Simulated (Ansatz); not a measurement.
Stepwise reaction of `[F][Hf]([F])([F])[F]` with ammonia, as a gas-phase model of exchange steps in deposition or etching. ΔE in kJ/mol.

Isolated molecules relaxed with PBE0-D4/def2-TZVP in Ansatz; ΔE leaves out vibrations. CCSD(T)/CBS is the MP2 limit (def2-TZVPP, def2-QZVPP) plus CCSD(T) − MP2 in def2-TZVPP, frozen cores. This one scheme is used for every species. DFT in def2-TZVPP. B3LYP here is the variant with VWN-RPA as its local correlation; programs differ in this. Elements past krypton have def2 core potentials. For Hf outer-core shells are correlated without core-valence functions, which leaves a few kJ/mol of doubt a bond. Each species was taken in one conformer, which may not be the lowest.

| step | reaction | PBE-D4 | B3LYP-D4 | ωB97M-V | CCSD(T)/CBS |
| --- | --- | --- | --- | --- | --- |
| 1 | `[F][Hf]([F])([F])[F]` + NH₃ → `[NH2][Hf]([F])([F])[F]` + H–F | 115.0 | 116.0 | 115.3 | 107.8 |
| 2 | `[NH2][Hf]([F])([F])[F]` + NH₃ → `[NH2][Hf]([NH2])([F])[F]` + H–F | 118.2 | 119.7 | 119.5 | 110.7 |
| 4 | `[NH2][Hf]([NH2])([NH2])[F]` + NH₃ → `[NH2][Hf]([NH2])([NH2])[NH2]` + H–F | 132.0 | 133.5 | 132.7 | 121.8 |

Question: Give the row of step 3, `[NH2][Hf]([NH2])([F])[F]` + NH₃ → `[NH2][Hf]([NH2])([NH2])[F]` + H–F. (An estimate is asked.)

Answer: The calculation gave: 
```
step                                                               reaction  PBE-D4  B3LYP-D4  ωB97M-V  CCSD(T)/CBS
   3  `[NH2][Hf]([NH2])([F])[F]` + NH₃ → `[NH2][Hf]([NH2])([NH2])[F]` + H–F   122.0     123.7    123.2        113.0
```

Question: By hand: ΔE of the 4 steps together at CCSD(T)/CBS.

Answer: (107.8) + (110.7) + (113.0) + (121.8) = 453.3 kJ/mol, or 113.3 kJ/mol a step.

In ΔE each step is higher than the one before. All are uphill at CCSD(T)/CBS. PBE-D4 differs from CCSD(T)/CBS by 7.2 to 10.2 kJ/mol a step. Isolated molecules leave out the surface, adducts and barriers. Largest T1 diagnostic: 0.016.
